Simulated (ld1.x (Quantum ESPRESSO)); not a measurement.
**An all-electron radial function and its pseudo partner (Ag)**

Columns: radius, all-electron u(r) and pseudo u(r) of the 5s shell (level -5.78 eV) of silver in the configuration [Kr] 4d10 5s0 5p1; PBEsol, scalar-relativistic, PAW scheme, ld1.x (Quantum ESPRESSO) 7.5.

```csv
r (bohr),all-electron,pseudo
0.163,0.0192,0.0408
0.325,0.1525,0.0827
0.488,-0.1047,0.1272
0.650,-0.2706,0.1747
0.813,-0.2570,0.2258
0.975,-0.1326,0.2797
1.138,0.0316,0.3360
1.300,0.1912,0.3926
1.463,0.3290,0.4481
1.625,0.4376,0.4999
1.788,0.5188,0.5460
1.950,0.5749,0.5839
2.113,0.6105,0.6121
2.275,0.6290,0.6290
2.438,0.6341,0.6341
2.600,0.6288,0.6288
2.763,0.6157,0.6157
2.925,0.5969,0.5969
3.088,0.5738,0.5738
3.250,0.5482,0.5482
3.413,0.5207,0.5207
3.575,0.4926,0.4926
3.738,0.4640,0.4640
3.900,0.4358,0.4358
4.063,0.4080,0.4080
4.225,0.3811,0.3811
```

Problem. How many radial nodes do the two functions have?

Solution. The all-electron 5s function has n − l − 1 = 4 (the table is too coarse to show those close to the nucleus); the pseudo-wave has 0, since the states of the same l below it are removed with the core.

Problem. At about which radius was the pseudo-wave matched?

Solution. 2.35 bohr, where the columns begin to agree (steps of 0.16 bohr).

Problem. Is the pseudo-wave norm-conserving?

Solution. No, it belongs to a PAW set: the norm inside the radius is not constrained, and the difference is carried by the augmentation charge.
